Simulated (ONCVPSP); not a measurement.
# An all-electron radial function and its pseudo partner (Mn)

Columns: radius, all-electron u(r) and pseudo u(r) of the 3s shell (level -93.71 eV) of manganese in the configuration [Ne] 3s2 3p6 3d5 4s1; LDA (Perdew-Wang 92), scalar-relativistic, ONCV scheme, ONCVPSP 4.0.1.

```json
{"r (bohr)": "0.090", "all-electron": "-0.1062", "pseudo": "0.1867"}
{"r (bohr)": "0.180", "all-electron": "-0.6357", "pseudo": "0.3720"}
{"r (bohr)": "0.270", "all-electron": "-0.4188", "pseudo": "0.5526"}
{"r (bohr)": "0.360", "all-electron": "0.0989", "pseudo": "0.7222"}
{"r (bohr)": "0.450", "all-electron": "0.5944", "pseudo": "0.8715"}
{"r (bohr)": "0.540", "all-electron": "0.9454", "pseudo": "0.9904"}
{"r (bohr)": "0.630", "all-electron": "1.1396", "pseudo": "1.0702"}
{"r (bohr)": "0.720", "all-electron": "1.2060", "pseudo": "1.1056"}
{"r (bohr)": "0.810", "all-electron": "1.1836", "pseudo": "1.0962"}
{"r (bohr)": "0.900", "all-electron": "1.1067", "pseudo": "1.0473"}
{"r (bohr)": "0.990", "all-electron": "1.0009", "pseudo": "0.9678"}
{"r (bohr)": "1.080", "all-electron": "0.8839", "pseudo": "0.8691"}
{"r (bohr)": "1.170", "all-electron": "0.7670", "pseudo": "0.7620"}
{"r (bohr)": "1.260", "all-electron": "0.6566", "pseudo": "0.6556"}
{"r (bohr)": "1.350", "all-electron": "0.5563", "pseudo": "0.5562"}
{"r (bohr)": "1.440", "all-electron": "0.4674", "pseudo": "0.4673"}
{"r (bohr)": "1.530", "all-electron": "0.3900", "pseudo": "0.3899"}
{"r (bohr)": "1.620", "all-electron": "0.3237", "pseudo": "0.3236"}
{"r (bohr)": "1.710", "all-electron": "0.2674", "pseudo": "0.2673"}
{"r (bohr)": "1.800", "all-electron": "0.2200", "pseudo": "0.2200"}
{"r (bohr)": "1.890", "all-electron": "0.1805", "pseudo": "0.1804"}
{"r (bohr)": "1.980", "all-electron": "0.1476", "pseudo": "0.1476"}
{"r (bohr)": "2.070", "all-electron": "0.1204", "pseudo": "0.1204"}
{"r (bohr)": "2.160", "all-electron": "0.0981", "pseudo": "0.0980"}
{"r (bohr)": "2.250", "all-electron": "0.0797", "pseudo": "0.0797"}
{"r (bohr)": "2.340", "all-electron": "0.0647", "pseudo": "0.0646"}
```

**Question.** How many radial nodes do the two functions have?

**Answer.** The all-electron 3s function has n − l − 1 = 2 (the table is too coarse to show those close to the nucleus); the pseudo-wave has 0, since the states of the same l below it are removed with the core.

**Question.** At about which radius was the pseudo-wave matched?

**Answer.** 1.40 bohr, where the columns begin to agree (steps of 0.09 bohr).

**Question.** Where does each function peak?

**Answer.** Outermost all-electron maximum near 0.72 bohr, pseudo maximum near 0.72 bohr (to the table’s step).

**Question.** Is the pseudo-wave norm-conserving?

**Answer.** Yes: the ONCV scheme keeps the norm inside the radius equal to the all-electron one, which fixes the energy derivative of the logarithmic derivative at the level.
